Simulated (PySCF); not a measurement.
## Electronic structure of Mn⁺ (manganese, charge +1) at the PBE0 level

Configuration: [Ar] 3d5 4s1, high-spin 7S determinant. Calculation: PySCF 2.14, in aug-cc-pVTZ with one added diffuse shell each of s, p, d, f, g type (9s8p6d4f3g, 118 functions); the non-relativistic Hamiltonian (point nucleus).

```
Total energy                                     : -1150.526 hartree
One-electron energy                              : -1577.786 hartree
Hartree (Coulomb) energy                         : 478.979 hartree
Exchange-correlation energy                      : -51.719 hartree
Kinetic energy                                   : 1149.28720 hartree
⟨S²⟩                                             : 12.0002
⟨L²⟩                                             : 0.000
Sum of ⟨r⟩                                       : 17.91 bohr
Sum of ⟨r²⟩                                      : 25.74 bohr²
Density at the nucleus (Gaussians lack the cusp) : 10500 bohr⁻³
Spin density at the nucleus                      : 5.03 bohr⁻³
Langevin diamagnetic susceptibility              : -20.4 ×10⁻⁶ cm³/mol
```

```tsv
shell	electrons	mean orbital energy (eV)	rms radius, mean of both spins (bohr)
1s α	1	-6424.5	0.0713
1s β	1	-6424.5	0.0713
2s α	1	-756.39	0.306
2s β	1	-753.85	0.306
2p α	3	-648.49	0.275
2p β	3	-646.36	0.275
3s α	1	-99.986	0.925
3s β	1	-93.294	0.925
3p α	3	-68.723	0.989
3p β	3	-61.548	0.989
3d α	5	-18.896	1.31
4s α	1	-13.142	2.99
```
